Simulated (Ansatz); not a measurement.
Steps of a relaxation of `C[NH][Al]([F])[F]` with RKS PBE-D4/def2-SVP.

```sh
$ ansatz run in.yaml --threads 2 --pin off --events-out ev --progress --plain --max-ram 32768MiB --backend cpu
```

```yaml
crystal:
  periodic: [false, false, false]
  atoms:
    - {symbol: C, position_ang: [-0.029800, -1.219100, 0.460100]}
    - {symbol: N, position_ang: [-0.704200, 0.142700, 0.491900]}
    - {symbol: Al, position_ang: [0.048200, 1.304900, -0.843100]}
    - {symbol: F, position_ang: [-0.880900, 2.055400, -2.105500]}
    - {symbol: F, position_ang: [1.852500, 1.629100, -0.818100]}
    - {symbol: H, position_ang: [-0.536700, -1.805500, 1.224200]}
    - {symbol: H, position_ang: [1.041100, -1.104000, 0.651700]}
    - {symbol: H, position_ang: [-0.214600, -1.633300, -0.547200]}
    - {symbol: H, position_ang: [-0.487100, 0.583500, 1.468900]}
basis:
  gaussian: {orbitals: def2-SVP}
hamiltonian: {xc: pbe, dispersion: d4}
relax: {f_tol: 0.03, max_steps: 200}
```

Positions (Å) and forces (eV/Å) along the path, 14 of 20 steps:

```xyz
9
step=1 energy=-14606.0434 eV
C    -0.030   -1.219    0.460   -0.816    1.960   -0.273
N    -0.704    0.143    0.492    1.317    1.454    0.315
Al    0.048    1.305   -0.843    1.379    0.324    0.181
F    -0.881    2.055   -2.106    0.987   -0.794    1.303
F     1.853    1.629   -0.818   -3.054   -0.493   -0.174
H    -0.537   -1.806    1.224   -0.016   -0.753    0.331
H     1.041   -1.104    0.652    0.589   -0.574    0.105
H    -0.215   -1.633   -0.547    0.098   -0.369    0.017
H    -0.487    0.584    1.469   -0.484   -0.755   -1.804
9
step=2 energy=-14606.5390 eV
C    -0.034   -1.195    0.468   -0.363    1.064   -0.155
N    -0.651    0.187    0.460    1.106    0.352    0.107
Al    0.064    1.357   -0.797    0.994   -0.133   -0.314
F    -0.870    2.023   -2.060    0.574   -0.336    0.836
F     1.791    1.665   -0.870   -1.940   -0.229    0.044
H    -0.568   -1.818    1.205   -0.041   -0.190    0.131
H     1.059   -1.224    0.691   -0.056   -0.047    0.033
H    -0.191   -1.652   -0.529    0.003   -0.080   -0.010
H    -0.512    0.611    1.414   -0.276   -0.401   -0.673
9
step=3 energy=-14606.6542 eV
C    -0.046   -1.198    0.491    0.158   -0.168    0.043
N    -0.552    0.198    0.382    0.605   -1.322   -0.207
Al    0.128    1.249   -0.888   -0.310    1.241   -0.188
F    -0.876    2.113   -1.936    0.292   -0.468    0.158
F     1.699    1.834   -0.876    0.013   -0.238   -0.144
H    -0.624   -1.797    1.239    0.041    0.238   -0.115
H     1.054   -1.351    0.752   -0.627    0.348   -0.071
H    -0.189   -1.734   -0.477   -0.053    0.135    0.067
H    -0.505    0.640    1.296   -0.117    0.234    0.457
9
step=5 energy=-14606.7725 eV
C    -0.034   -1.208    0.484    0.142   -0.144    0.325
N    -0.468    0.184    0.407    0.101    0.397    0.123
Al    0.133    1.322   -0.842   -0.162    0.164    0.023
F    -0.897    2.069   -1.930    0.082   -0.088    0.062
F     1.728    1.812   -0.950    0.029   -0.037   -0.086
H    -0.646   -1.794    1.209    0.010    0.102   -0.071
H     1.042   -1.370    0.774   -0.213    0.075   -0.026
H    -0.173   -1.711   -0.497   -0.014    0.050   -0.025
H    -0.597    0.650    1.327    0.025   -0.518   -0.326
9
step=6 energy=-14606.8082 eV
C    -0.023   -1.204    0.496    0.085   -0.161    0.047
N    -0.437    0.189    0.408    0.030    0.282    0.016
Al    0.129    1.339   -0.840   -0.051    0.040    0.033
F    -0.923    2.106   -1.888    0.028   -0.021    0.053
F     1.735    1.762   -1.037    0.006   -0.024   -0.077
H    -0.689   -1.791    1.168    0.001    0.061   -0.044
H     1.026   -1.367    0.852   -0.062   -0.007    0.006
H    -0.102   -1.684   -0.504    0.029   -0.036    0.020
H    -0.629    0.605    1.327   -0.066   -0.133   -0.055
9
step=7 energy=-14606.8455 eV
C    -0.002   -1.202    0.506    0.094   -0.217    0.064
N    -0.403    0.191    0.403   -0.043    0.285   -0.020
Al    0.129    1.351   -0.844    0.080    0.014    0.009
F    -0.954    2.197   -1.797    0.050    0.004    0.091
F     1.745    1.672   -1.156   -0.132   -0.058   -0.069
H    -0.723   -1.788    1.123    0.055    0.056   -0.061
H     1.014   -1.359    0.946   -0.047   -0.050    0.007
H     0.000   -1.685   -0.497    0.030    0.035    0.064
H    -0.718    0.577    1.299   -0.087   -0.068   -0.085
9
step=8 energy=-14606.8718 eV
C     0.023   -1.196    0.522    0.159   -0.493    0.004
N    -0.344    0.200    0.417   -0.475    0.633    0.522
Al    0.130    1.368   -0.840    0.565    0.026   -0.295
F    -0.997    2.278   -1.689    0.204   -0.036    0.221
F     1.749    1.561   -1.321   -0.774   -0.100    0.137
H    -0.782   -1.791    1.039    0.343    0.185   -0.234
H     0.986   -1.366    1.081   -0.256   -0.098   -0.138
H     0.142   -1.643   -0.502    0.028    0.058    0.408
H    -0.818    0.544    1.276    0.206   -0.174   -0.625
9
step=10 energy=-14607.0353 eV
C     0.075   -1.186    0.553   -0.009   -0.073    0.038
N    -0.393    0.182    0.362   -0.188    0.256    0.232
Al    0.129    1.360   -0.860   -0.122    0.102   -0.106
F    -0.922    2.550   -1.411    0.225   -0.141    0.186
F     1.652    1.303   -1.553   -0.156   -0.053   -0.003
H    -0.731   -1.822    0.985    0.086    0.029   -0.037
H     0.968   -1.283    1.219   -0.081    0.031   -0.012
H     0.346   -1.650   -0.421    0.039    0.038    0.079
H    -1.035    0.499    1.108    0.205   -0.188   -0.376
9
step=11 energy=-14607.0950 eV
C     0.091   -1.175    0.573    0.028   -0.027   -0.096
N    -0.411    0.176    0.346   -0.078    0.107    0.131
Al    0.120    1.350   -0.874   -0.051    0.057   -0.051
F    -0.856    2.652   -1.274    0.132   -0.086    0.103
F     1.572    1.182   -1.690   -0.161   -0.047    0.039
H    -0.718   -1.855    0.922    0.044    0.038   -0.022
H     0.925   -1.242    1.315   -0.090    0.046   -0.015
H     0.472   -1.606   -0.380    0.033    0.010    0.122
H    -1.106    0.471    1.046    0.143   -0.097   -0.211
9
step=14 energy=-14607.1634 eV
C     0.121   -1.160    0.602    0.073    0.095   -0.171
N    -0.405    0.174    0.328   -0.085   -0.005    0.094
Al    0.068    1.345   -0.915    0.035   -0.213    0.094
F    -0.695    2.822   -1.056    0.003   -0.010    0.013
F     1.302    0.942   -1.963    0.013    0.041   -0.066
H    -0.683   -1.927    0.673    0.016    0.040   -0.001
H     0.720   -1.211    1.542   -0.052    0.012   -0.009
H     0.793   -1.474   -0.223    0.003   -0.001    0.044
H    -1.133    0.442    0.996   -0.006    0.041    0.002
9
step=15 energy=-14607.1561 eV rejected
C     0.132   -1.150    0.597   -0.306    0.148    0.343
N    -0.412    0.184    0.367    0.387    0.069   -0.499
Al    0.085    1.298   -0.922   -0.239    0.088    0.123
F    -0.659    2.791   -0.997    0.044    0.019   -0.037
F     1.225    0.913   -2.080    0.008   -0.065    0.073
H    -0.663   -1.927    0.555    0.058   -0.112   -0.023
H     0.617   -1.225    1.597    0.057   -0.109   -0.003
H     0.898   -1.412   -0.160   -0.039    0.085   -0.041
H    -1.135    0.480    1.026    0.029   -0.123    0.065
9
step=16 energy=-14607.1720 eV
C     0.124   -1.152    0.601   -0.002    0.017   -0.001
N    -0.408    0.180    0.344   -0.020   -0.026    0.053
Al    0.066    1.322   -0.918    0.012    0.014   -0.017
F    -0.674    2.813   -1.038    0.005   -0.013    0.003
F     1.264    0.920   -2.010   -0.007   -0.006   -0.006
H    -0.671   -1.932    0.610    0.019    0.011   -0.005
H     0.670   -1.222    1.571   -0.026    0.000   -0.020
H     0.843   -1.432   -0.195    0.015   -0.004   -0.002
H    -1.126    0.457    1.019    0.004    0.006   -0.004
9
step=19 energy=-14607.1734 eV
C     0.126   -1.147    0.599   -0.003    0.006    0.003
N    -0.403    0.187    0.358   -0.003    0.002    0.004
Al    0.060    1.317   -0.919    0.003   -0.002   -0.004
F    -0.664    2.817   -1.036    0.001    0.000    0.001
F     1.233    0.892   -2.029   -0.004   -0.001   -0.001
H    -0.662   -1.934    0.567   -0.003    0.000   -0.004
H     0.642   -1.236    1.583   -0.002    0.000    0.004
H     0.871   -1.406   -0.180    0.005    0.003   -0.003
H    -1.116    0.464    1.039    0.006   -0.007    0.000
9
step=20 energy=-14607.1735 eV
C     0.128   -1.145    0.599    0.001   -0.013   -0.008
N    -0.399    0.191    0.366    0.003    0.012   -0.005
Al    0.054    1.314   -0.922    0.009    0.002    0.012
F    -0.655    2.820   -1.032   -0.003   -0.002   -0.005
F     1.212    0.874   -2.042   -0.009    0.001    0.003
H    -0.658   -1.933    0.538    0.019    0.004    0.005
H     0.623   -1.245    1.593   -0.009   -0.001   -0.017
H     0.891   -1.389   -0.168   -0.011   -0.005    0.017
H    -1.109    0.467    1.050   -0.001    0.002   -0.001
```

Hardware: 2 threads of a server CPU on a shared host. Wall time 42 s, peak host memory 0.18 GiB.
